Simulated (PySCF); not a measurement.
Compound: C7H17BN2.
Cartesian coordinates in Å at the PBE0-D3(BJ)/def2-SVP level; atoms count from 1:
```
atom  x, y, z in Å
C1     3.708    0.633   -0.110
N2     2.693   -0.350    0.143
C3     1.613   -0.278   -0.512
C4     0.543   -1.309   -0.325
N5    -0.777   -0.745    0.042
C6    -1.744   -1.849    0.134
B7    -1.333    0.397   -1.079
C8    -1.259    1.746   -0.191
C9    -1.573    1.229    1.211
C10   -0.704   -0.008    1.347
H11    4.628    0.127   -0.448
H12    3.966    1.140    0.833
H13    3.424    1.395   -0.862
H14    1.409    0.514   -1.258
H15    0.878   -2.017    0.451
H16    0.403   -1.857   -1.270
H17   -1.377   -2.626    0.824
H18   -2.705   -1.458    0.488
H19   -1.895   -2.279   -0.864
H20   -0.626    0.304   -2.075
H21   -2.488    0.060   -1.320
H22   -0.259    2.218   -0.191
H23   -1.974    2.516   -0.518
H24   -2.639    0.955    1.288
H25   -1.362    1.932    2.035
H26    0.343    0.293    1.496
H27   -0.973   -0.685    2.173
```

All values: PBE0/pcSseg-1 (PySCF, non-relativistic), on one gas-phase PBE0-D3(BJ)/def2-SVP geometry that isn't relaxed in the solvent. The solvent is an IEF-PCM continuum (cavity from Bondi-type radii × 1.2). Only the electrostatic response of the medium enters.

```json
{"run": "gas", "E − E(gas) (kcal/mol)": "0.00", "HOMO (eV)": "-7.26", "HOMO–LUMO gap (eV)": "6.76", "dipole (D)": "2.93"}
{"run": "P", "E − E(gas) (kcal/mol)": "-6.62", "HOMO (eV)": "-7.41", "HOMO–LUMO gap (eV)": "7.03", "dipole (D)": "3.72"}
{"run": "Q", "E − E(gas) (kcal/mol)": "-5.51", "HOMO (eV)": "-7.38", "HOMO–LUMO gap (eV)": "6.99", "dipole (D)": "3.58"}
```

Question: The runs were made in chloroform and dichloromethane. Which run belongs to which solvent?

Answer: P = dichloromethane, Q = chloroform. The dielectric constants are 4.711 (chloroform), 8.93 (dichloromethane), and the energy falls further as ε rises. In this model the ground state sees the solvent through ε alone.

Question: How constant is the ratio of the lowering to (ε − 1)/(2ε + 1)?

Answer: 
```csv
solvent,(ε − 1)/(2ε + 1),E − E(gas) (kcal/mol),ratio (kcal/mol),polarisation term (kcal/mol)
chloroform,0.356,-5.51,-15.5,-6.20
dichloromethane,0.420,-6.62,-15.7,-7.63
```

The ratio changes by +1.7 % in size from chloroform to dichloromethane. The polarisation term is half the interaction of the solute with the induced surface charges.
